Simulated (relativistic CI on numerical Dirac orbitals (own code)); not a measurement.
# One change at a time: Si⁴⁺

Base calculation: Dirac-Coulomb-Breit CI, separate exchange-only KLI orbitals for each configuration, model QED, valence Slater integrals scaled by 0.85, P86 correlation energy added to each configuration.

Configuration list (outside the closed core 1s2): 2s2 2p6, 2s2 2p5 3s, 2s2 2p5 3p, 2s2 2p5 3d, 2s2 2p5 4s, 2s2 2p5 4p, 2s2 2p5 4d, 2s2 2p5 4f, 2s 2p6 3s, 2s2 2p4 3s2, 2s 2p6 3p, 2s2 2p4 3s 3p, 2s 2p6 3d, 2s2 2p4 3p2, 2s2 2p4 3s 3d, 2s2 2p4 3p 3d. Levels of other configurations are missing.

Variants: (1) no correlation estimate; (2) Slater integrals left unscaled; (3) configuration mixing switched off; (4) only the first 3 configurations. Shifts of the energy above 2s2 2p6 1S_0, in cm⁻¹, for the lowest level and the first level of each name with at least 55 % of one term (blank where a level changes its place among those of its configuration and J or its character, or is not in the variant):

| Level | Base | Δ(1) | Δ(2) | Δ(3) | Δ(4) | Measured |
| --- | --- | --- | --- | --- | --- | --- |
| 2s2 2p6 1S_0 | 0 | 0 | 0 | 0 | 0 | 0 |
| 2s2 2p5 3s 3P°_2 | 837193 | -7903 | -477 | +452 | +458 | 838017 |
| 2s2 2p5 3s 3P°_1 | 839672 | -7903 | -342 | +470 | +476 | 840590 |
| 2s2 2p5 3s 3P°_0 | 842209 | -7903 | -479 | +464 | +470 | 843071 |
| 2s2 2p5 3s 1P°_1 | 846997 | -7903 | +736 | +562 | +568 | 848511 |
| 2s2 2p5 3p 3S_1 | 908023 | -8248 | -2677 | +1684 | +1690 | 906252 |
| 2s2 2p5 3p 3D_3 | 917595 | -8242 | -520 | -174 | -168 | 917928 |
| 2s2 2p5 3p 3D_2 | 918507 | -8242 | -381 | -137 | -131 | 918959 |
| 2s2 2p5 3p 3D_1 | 920389 | -8242 | -347 | -195 | -189 | 920864 |
| 2s2 2p5 3p 1P_1 | 924927 | -8242 | +433 | -277 | -271 |  |
| 2s2 2p5 3p 3P_0 | 926440 | -8242 | +648 | -296 | -290 |  |
| 2s2 2p5 3p 3P_1 | 927155 | -8242 | +571 | -266 | -260 | 928405 |
| 2s2 2p5 3p 1S_0 | 964500 | -8263 | +8486 | +6457 | +6468 | 962950 |
| 2s2 2p5 3d 3P°_0 | 1017178 | -8387 | -943 | +135 |  | 1017629 |

At this charge configurations can still be misplaced by up to about 7 % of their energy. 27 of the 41 excited levels that our extract of the measured tables holds in this range could be paired (the sources list more); they are missed by 1146 cm⁻¹ on average and 2196 at most, and levels without a partner can miss by more.

Measured levels: NIST levels in Kelleher and Podobedova, J. Phys. Chem. Ref. Data 37, 1285 (2008); Martin and Zalubas, J. Phys. Chem. Ref. Data 12, 323 (1983).

Ionisation energy from the two ground configurations alone: base 166.587 eV; no correlation estimate 165.17 eV. The NIST ASD value (measured) is 166.767 eV.

LS names give the leading component of a level, which can be under half, so a name can repeat, a term be missing and a line seem to break the LS rules.
